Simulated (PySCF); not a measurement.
## Spinor energies of Sm+ (samarium, charge +1)

Start: [Xe] 4f6 6s1; 4f5/2 filled at m_j = -5/2, -3/2, -1/2, +1/2, +3/2, +5/2; 6s1/2 filled at m_j = +1/2. Calculated with PySCF 2.14 in x2c-TZVPall-2c: generalised Hartree-Fock with the X2C-1e Hamiltonian and a Gaussian nucleus; one run each with spin-orbit coupling (SO) switched off, then screened by Boettger's factors.

```json
{"spinor shell": "1s1/2", "electrons": "2", "ε, spin-free (eV)": "-47071.4", "ε, screened SO (eV)": "-47063.5", "weight of nominal j (screened SO)": "1.000", "rms radius, screened SO (bohr)": "0.0259"}
{"spinor shell": "2s1/2", "electrons": "2", "ε, spin-free (eV)": "-7813.2", "ε, screened SO (eV)": "-7810.8", "weight of nominal j (screened SO)": "1.000", "rms radius, screened SO (bohr)": "0.105"}
{"spinor shell": "2p1/2", "electrons": "2", "ε, spin-free (eV)": "-6964.3", "ε, screened SO (eV)": "-7388.1", "weight of nominal j (screened SO)": "1.000", "rms radius, screened SO (bohr)": "0.0900"}
{"spinor shell": "2p3/2", "electrons": "4", "ε, spin-free (eV)": "-6964.3", "ε, screened SO (eV)": "-6781.0", "weight of nominal j (screened SO)": "1.000", "rms radius, screened SO (bohr)": "0.0962"}
{"spinor shell": "3s1/2", "electrons": "2", "ε, spin-free (eV)": "-1764.6", "ε, screened SO (eV)": "-1763.9", "weight of nominal j (screened SO)": "1.000", "rms radius, screened SO (bohr)": "0.271"}
{"spinor shell": "3p1/2", "electrons": "2", "ε, spin-free (eV)": "-1493.6", "ε, screened SO (eV)": "-1581.4", "weight of nominal j (screened SO)": "1.000", "rms radius, screened SO (bohr)": "0.263"}
{"spinor shell": "3p3/2", "electrons": "4", "ε, spin-free (eV)": "-1493.6", "ε, screened SO (eV)": "-1455.1", "weight of nominal j (screened SO)": "1.000", "rms radius, screened SO (bohr)": "0.276"}
{"spinor shell": "3d3/2", "electrons": "4", "ε, spin-free (eV)": "-1126.0", "ε, screened SO (eV)": "-1142.3", "weight of nominal j (screened SO)": "0.995", "rms radius, screened SO (bohr)": "0.248"}
{"spinor shell": "3d5/2", "electrons": "6", "ε, spin-free (eV)": "-1126.0", "ε, screened SO (eV)": "-1114.3", "weight of nominal j (screened SO)": "0.997", "rms radius, screened SO (bohr)": "0.251"}
{"spinor shell": "4s1/2", "electrons": "2", "ε, spin-free (eV)": "-376.58", "ε, screened SO (eV)": "-376.35", "weight of nominal j (screened SO)": "1.000", "rms radius, screened SO (bohr)": "0.616"}
{"spinor shell": "4p1/2", "electrons": "2", "ε, spin-free (eV)": "-284.89", "ε, screened SO (eV)": "-305.73", "weight of nominal j (screened SO)": "0.971", "rms radius, screened SO (bohr)": "0.636"}
{"spinor shell": "4p3/2", "electrons": "4", "ε, spin-free (eV)": "-284.89", "ε, screened SO (eV)": "-275.61", "weight of nominal j (screened SO)": "0.985", "rms radius, screened SO (bohr)": "0.663"}
{"spinor shell": "4d3/2", "electrons": "4", "ε, spin-free (eV)": "-153.06", "ε, screened SO (eV)": "-159.05", "weight of nominal j (screened SO)": "0.705", "rms radius, screened SO (bohr)": "0.723"}
{"spinor shell": "4d5/2", "electrons": "6", "ε, spin-free (eV)": "-153.06", "ε, screened SO (eV)": "-148.88", "weight of nominal j (screened SO)": "0.803", "rms radius, screened SO (bohr)": "0.728"}
{"spinor shell": "5s1/2", "electrons": "2", "ε, spin-free (eV)": "-59.113", "ε, screened SO (eV)": "-59.079", "weight of nominal j (screened SO)": "1.000", "rms radius, screened SO (bohr)": "1.53"}
{"spinor shell": "5p1/2", "electrons": "2", "ε, spin-free (eV)": "-34.717", "ε, screened SO (eV)": "-38.061", "weight of nominal j (screened SO)": "0.901", "rms radius, screened SO (bohr)": "1.72"}
{"spinor shell": "5p3/2", "electrons": "4", "ε, spin-free (eV)": "-34.717", "ε, screened SO (eV)": "-33.221", "weight of nominal j (screened SO)": "0.951", "rms radius, screened SO (bohr)": "1.83"}
{"spinor shell": "4f5/2", "electrons": "6", "ε, spin-free (eV)": "-19.412", "ε, screened SO (eV)": "-19.376", "weight of nominal j (screened SO)": "0.557", "rms radius, screened SO (bohr)": "1.06"}
{"spinor shell": "6s1/2", "electrons": "1", "ε, spin-free (eV)": "-10.354", "ε, screened SO (eV)": "-10.357", "weight of nominal j (screened SO)": "1.000", "rms radius, screened SO (bohr)": "4.35"}
```

```tsv
quantity	spin-free	screened SO
E (hartree)	-10419.93999	-10425.89599
M_J	1/2	1/2
⟨J²⟩	6.766	6.262
⟨L²⟩	12.010	11.924
⟨S²⟩	15.755	15.633
```

The determinant has a definite M_J but mixes levels of different J.

Each row is a mean over spinors that exchange with the open shell spreads, by up to 15.729 eV (4d5/2).

Rows whose weight is well below 1 are mixtures of j = l ± 1/2: exchange outweighs spin-orbit coupling there, and the label is only the starting occupation.

Breit and QED terms are absent; they matter most for the inner s and p1/2 levels.

Densities and radii are taken from the X2C orbitals without a picture-change correction, which distorts them close to the nucleus.

Without spin-orbit coupling the j labels of p, d and f shells carry no meaning; the spin-free column gives the mean over the occupied spinors of each nl shell, and its ⟨J²⟩ belongs to a mixture of degenerate components.
